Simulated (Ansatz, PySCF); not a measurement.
Spin states of CeO2 (SMILES [O]=[Ce]=[O]), each relaxed with B3LYP-D3(BJ)/def2-TZVP.
State 1 (charge 0, multiplicity 1):
```xyz
3

Ce     0.2290    -0.2010     0.2450
O      1.2050     0.3063    -1.2055
O     -1.4672    -0.0579     0.8902
```
State 2 (charge 0, multiplicity 3):
```xyz
3

Ce     0.1448    -0.1250     0.1509
O      1.3727     0.2852    -1.2566
O     -1.5508    -0.1129     1.0354
```

```csv
level,energy of the multiplicity-3 state less that of the multiplicity-1 state (kcal/mol),cost
SVWN5/def2-TZVPP,58.73,×1
r2SCANh/def2-TZVPP,49.09,×1
B3LYP/def2-TZVPP,45.02,×2
B3LYP-D3(BJ)/def2-TZVPP,45.06,×2
B3LYP-D4/def2-TZVPP,45.14,×2
BHLYP/def2-TZVPP,37.99,×1
BHLYP-D3(BJ)/def2-TZVPP,38.02,×1
BHLYP-D4/def2-TZVPP,38.08,×1
B2PLYP/def2-TZVPP,60.97,×3
B2PLYP-D3(BJ)/def2-TZVPP,60.99,×3
B2PLYP-D4/def2-TZVPP,61.02,×3
```

The rows run from 37.99 (BHLYP/def2-TZVPP) to 61.02 kcal/mol (B2PLYP-D4/def2-TZVPP). The dispersion term adds 0.04 in B3LYP-D3(BJ), 0.12 in B3LYP-D4, 0.03 in BHLYP-D3(BJ). The 5 functionals in def2-TZVPP without D3 or D4 span 22.98, from BHLYP to B2PLYP.

Singlets are restricted, other states unrestricted; no spin–orbit coupling, no relativity up to Kr; see below for the cores. The largest T1 diagnostic is 0.029.

Correlated levels freeze the inner cores; with def2 sets outer-core shells near the valence are correlated too.

Run with Ansatz (Gaussian basis) for Hartree–Fock, density functionals and correlated methods; PySCF for the dispersion terms. Each number belongs to the level named beside it. In def2 rows elements past Kr take small-core potentials, without spin–orbit coupling.

Costs are rough ratios of core time to SVWN5/def2-TZVPP (about 100 s over the structures, on one shared machine); a dash marks a level with no comparable run of its own.

Ansatz is a first-principles code.
